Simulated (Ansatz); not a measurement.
Relaxation of H2Se2 with RKS r2SCAN-D4/def2-TZVP.

```sh
$ ansatz run in.yaml --threads 4 --pin off --events-out ev --progress --plain --max-ram 3916MiB
```

```yaml
crystal:
  periodic: [false, false, false]
  atoms:
    - {symbol: Se, position_ang: [-0.981300, -0.330470, -0.689270]}
    - {symbol: Se, position_ang: [1.180770, -0.391040, 0.023760]}
    - {symbol: H, position_ang: [-1.108110, 1.118040, -0.790590]}
    - {symbol: H, position_ang: [0.908650, -0.396530, 1.456110]}
basis:
  gaussian: {orbitals: def2-TZVP}
hamiltonian: {xc: r2scan, dispersion: d4}
scf: {omitted_lower_state_checks: [starts]}
output: {orbitals: {seedname: orbitals}}
relax: {f_tol: 0.02, max_steps: 100}
```

Hardware: 4 threads of Intel Xeon on a shared host. Wall time 12 s.

Positions (Å) and forces (eV/Å) at steps 1, 2, 3, 4 of 4:

```xyz
4
step=1 energy=-130731.4754 eV
Se   -0.981   -0.330   -0.689   -0.720   -0.356   -0.236
Se    1.181   -0.391    0.024    0.825   -0.032   -0.113
H    -1.108    1.118   -0.791   -0.030    0.373   -0.008
H     0.909   -0.397    1.456   -0.074    0.015    0.357
4
step=2 energy=-130731.5022 eV
Se   -1.005   -0.333   -0.707   -0.014   -0.071    0.007
Se    1.207   -0.401    0.029    0.032    0.007   -0.064
H    -1.122    1.131   -0.795    0.020    0.053    0.015
H     0.920   -0.396    1.473   -0.039    0.010    0.042
4
step=3 energy=-130731.5017 eV rejected
Se   -1.006   -0.344   -0.705    0.028    0.061   -0.025
Se    1.212   -0.400    0.019   -0.039   -0.028    0.056
H    -1.101    1.126   -0.773   -0.042   -0.031   -0.013
H     0.896   -0.382    1.459    0.054   -0.002   -0.018
4
step=4 energy=-130731.5028 eV
Se   -1.004   -0.338   -0.711   -0.001   -0.008    0.002
Se    1.209   -0.406    0.025    0.003    0.002   -0.007
H    -1.115    1.129   -0.781    0.002    0.006    0.000
H     0.910   -0.385    1.468   -0.004    0.000    0.005
```
